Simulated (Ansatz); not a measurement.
Cost and result for the atomization energy of `C[CH](C)[SbH2]` (13 atoms, 12 bonds).

Cartesian coordinates in Å:
```
C 0.856 1.006 0.807
C 0.283 -0.310 0.308
C 0.294 -0.399 -1.207
Sb -1.705 -0.601 1.165
H 1.878 1.145 0.438
H 0.267 1.857 0.449
H 0.888 1.059 1.898
H 0.868 -1.137 0.726
H -0.323 0.387 -1.652
H -0.083 -1.358 -1.565
H 1.314 -0.274 -1.591
H -2.105 -1.901 0.126
H -2.432 0.525 0.098
```

The species carries charge 0 and has multiplicity 1. Correlated methods include outer-core shells of Sb, which these sets cover unevenly. Sb takes the def2 core potential. All single points use the PBE0-D4/def2-TZVP geometry. Program: Ansatz. All runs use 4 threads of a server CPU on a shared host. Times are those of one run each, without the atoms' runs, and a repeat can differ threefold. Electronic energies, without spin–orbit coupling; frozen cores. CCSD(T)/CBS adds CCSD(T) − MP2 in def2-TZVPP to the MP2 limit, and its time is that of the two runs behind it. T1 = 0.012. With those shells the extrapolation isn't a true limit. B3LYP takes the VWN-RPA correlation (the form of Gaussian; ORCA's B3LYP/G). HSE06 is the plane-wave form, built on full-range PBE exchange.

CCSD(T)/CBS is a level of theory with its own doubt, some kJ/mol a heavy atom from the limit and from the frozen cores, so smaller differences don't rank the functionals.

| level | functions | atomization (kcal/mol) | difference from CCSD(T)/CBS | per bond |
| --- | --- | --- | --- | --- |
| r2SCANh-D4/def2-TZVPP | 269 | 1078.2 | -7.0 | -0.6 |
| HSE06-D4/def2-TZVPP | 269 | 1085.5 | 0.3 | 0.0 |
| B97M-V/def2-TZVPP | 269 | 1089.6 | 4.4 | 0.4 |
| B2PLYP/def2-TZVPP | 269 | 1071.5 | -13.7 | -1.1 |
| CCSD(T)/def2-TZVPP | 269 | 1060.5 | -24.7 | -2.1 |
| B3LYP-D4/def2-TZVPP (with forces) | 269 | 1087.4 | 2.2 | 0.2 |
| PBE0-D4/def2-TZVPP | 269 | 1085.4 | 0.2 | 0.0 |
| BHLYP-D4/def2-TZVPP | 269 | 1063.3 | -21.9 | -1.8 |
| BLYP-D4/def2-TZVPP | 269 | 1082.1 | -3.1 | -0.3 |
| MP2/def2-QZVPP | 523 | 1073.3 | -11.9 | -1.0 |
| CCSD(T)/CBS(def2) | – | 1085.2 | 0.0 | 0.0 |
| CCSD(T)/def2-SVP | 113 | 1029.8 | -55.4 | -4.6 |
| revPBE-D4/def2-TZVPP | 269 | 1077.1 | -8.1 | -0.7 |

(1) Order the runs by time, with rough figures. (Estimate.)

Answers

(1) The calculation gave: revPBE-D4/def2-TZVPP 1.2 s; BLYP-D4/def2-TZVPP 1.2 s; BHLYP-D4/def2-TZVPP 1.9 s; PBE0-D4/def2-TZVPP 1.9 s; HSE06-D4/def2-TZVPP 2.1 s; r2SCANh-D4/def2-TZVPP 2.7 s; B3LYP-D4/def2-TZVPP (with forces) 2.9 s; B2PLYP/def2-TZVPP 3.6 s; CCSD(T)/def2-SVP 4 s; B97M-V/def2-TZVPP 4.2 s; MP2/def2-QZVPP 17 s; CCSD(T)/def2-TZVPP 110 s; CCSD(T)/CBS(def2) 2.1 min.

In def2-TZVPP, CCSD(T) changes the Hartree–Fock value by +262.7 kcal/mol (the triples alone add +13.4 kcal/mol) and MP2 by +260.9 kcal/mol; breaking electron pairs costs correlation energy, which Hartree–Fock lacks. At CCSD(T), def2-SVP lies −55.4 kcal/mol from the extrapolated value and def2-TZVPP −24.7 kcal/mol: correlation converges slowly with the basis, and small sets miss more of it in the bonded molecule than in its fragments. From r2SCAN to r2SCAN0 (25 % exact exchange), in def2-TZVPP and without D4, the atomization energy moves by −10.1 kcal/mol: exact exchange takes away binding that semilocal exchange gives to molecules.
